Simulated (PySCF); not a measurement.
# Electric field gradients and quadrupole coupling constants

Species: pentafluorochloroethane, C2ClF5.
Z-matrix (Å and degrees, PBE0-D3(BJ)/def2-SVP geometry), rows numbered from 1:
```
F 
C   1  1.3248
F   2  1.3224  1  109.00
F   2  1.3225  1  109.00  3   119.28
C   2  1.5470  1  108.81  3  -120.39
F   5  1.3280  2  108.61  1    58.44
F   5  1.3279  2  108.53  1   -59.62
Cl  5  1.7595  2  110.80  1   179.44
```

Field gradients from the PBE0/pcSseg-1 density (PySCF, non-relativistic), principal values in atomic units, ordered |Vxx| ≤ |Vyy| ≤ |Vzz|:

| atom | Vxx | Vyy | Vzz |
| --- | --- | --- | --- |
| Cl8 | -2.0539 | -2.0878 | 4.1417 |

Q: Find the asymmetry η = (Vxx − Vyy)/Vzz and the couplings χ = eQV/h (234.96 MHz × Q in barn × V in au), with Q(35Cl) = −0.0817 b.

A: 
```json
{"atom": "Cl8", "environment": "chlorine on a fluorinated carbon", "nucleus": "35Cl", "η": "0.01", "χzz (MHz)": "-79.51", "χxx (MHz)": "39.43", "χyy (MHz)": "40.08"}
```

The gradient is axial or nearly so (η below 0.05) at Cl8. The tensor is traceless: Vxx + Vyy + Vzz = 0.

Q: What is Vzz at Cl8 in SI units (1 au = 9.71736 × 10²¹ V/m²)?

A: 4.1417 au = 40.246 × 10²¹ V/m².

Q: And the gradient at the other heavy atoms, for which no coupling is worked out here?

A: 
| atom | environment | Vzz (au) | η |
| --- | --- | --- | --- |
| F1 | fluorine of a CF3 group | 2.932 | 0.00 |
| C2 | CF3 carbon | -0.365 | 0.01 |
| F3 | fluorine of a CF3 group | 2.933 | 0.01 |
| F4 | fluorine of a CF3 group | 2.934 | 0.01 |
| C5 | CF2 carbon | -0.344 | 0.39 |
| F6 | fluorine of a CF2 group | 3.018 | 0.02 |
| F7 | fluorine of a CF2 group | 3.017 | 0.02 |

Isolated species at its PBE0-D3(BJ)/def2-SVP geometry, gas phase. With so small a basis the couplings can be 20 % off.

The run behind these numbers computed NMR shieldings as well. Time: 12 s of wall time; peak memory 0.77 GiB. Hardware: one thread of an Intel Xeon Platinum 8488C, shared host.
